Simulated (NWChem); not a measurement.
System: SiNH₃ClF; SMILES N[Si@H](F)Cl

```xyz
7

N      1.4321    -1.0869    -0.0817
Si    -0.0566    -0.4146     0.3770
F     -1.3151    -0.9122    -0.5168
Cl     0.0476     1.6158     0.0865
H      1.9396    -0.7633    -0.8967
H      1.7003    -2.0233     0.1970
H     -0.3761    -0.7585     1.7774
```
Atoms are numbered in this order, from 1.

Computed with NWChem. Pople sets run with spherical d functions. The geometry was optimised at PBE0/def2-SVP. Atomic charges in e: unrestrained fits to the electrostatic potential beside Mulliken populations; buried atoms are poorly determined by the fit.

Q: Predict the results for Hartree-Fock/6-31G*. Quantities: ESP N1; Mulliken N1; ESP Si2; Mulliken Si2; ESP F3; Mulliken F3; ESP Cl4; Mulliken Cl4; relative RMS misfit of the potential (%).

A: 
```json
{
 "ESP N1": "-1.14",
 "Mulliken N1": "-1.07",
 "ESP Si2": "1.20",
 "Mulliken Si2": "1.30",
 "ESP F3": "-0.40",
 "Mulliken F3": "-0.52",
 "ESP Cl4": "-0.33",
 "Mulliken Cl4": "-0.36",
 "relative RMS misfit of the potential (%)": "25"
}
```
